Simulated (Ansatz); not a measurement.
Consider the ligand exchange at the Si–C bond: `[CH3][InH][CH2][SiH3]` + `[OH][Mg][N]([SiH3])[SiH3]` → `[SiH3][O][Mg][N]([SiH3])[SiH3]` + `[CH3][InH][CH3]`.

Isolated molecules relaxed with PBE0-D4/def2-TZVP in Ansatz; ΔE leaves out vibrations. CCSD(T)/CBS is the MP2 limit (def2-TZVPP, def2-QZVPP) plus CCSD(T) − MP2 in def2-TZVPP, frozen cores. DFT in def2-TZVPP. B3LYP here is the variant with VWN-RPA as its local correlation; programs differ in this. Elements past krypton have def2 core potentials. For In, Mg outer-core shells are correlated without core-valence functions, which leaves a few kJ/mol of doubt a bond. One conformer a species, not always the lowest.

| level | ΔE (kJ/mol) |
| --- | --- |
| B3LYP-D4 | -111.7 |
| B3LYP | -116.6 |

Task: What does CCSD(T)/CBS give? (An estimate is asked.)

Result: Ansatz gave: -110.3 kJ/mol. The listed levels differ from it by -1.4, -6.3 kJ/mol.

Largest T1 diagnostic among the species: 0.012.

From PBE to PBE0 (25 % exact exchange), in def2-TZVPP and without D4, ΔE moves by −4.1 kJ/mol. The D4 term adds +4.9 kJ/mol with B3LYP and +2.7 kJ/mol with PBE0; it sums over pairs of atoms, weighted by their polarisabilities, and B3LYP, whose exchange is more repulsive, gets the larger term. In def2-TZVPP, CCSD(T) changes the Hartree–Fock value by +22.9 kJ/mol (the triples alone add +3.1 kJ/mol) and MP2 by +24.5 kJ/mol.
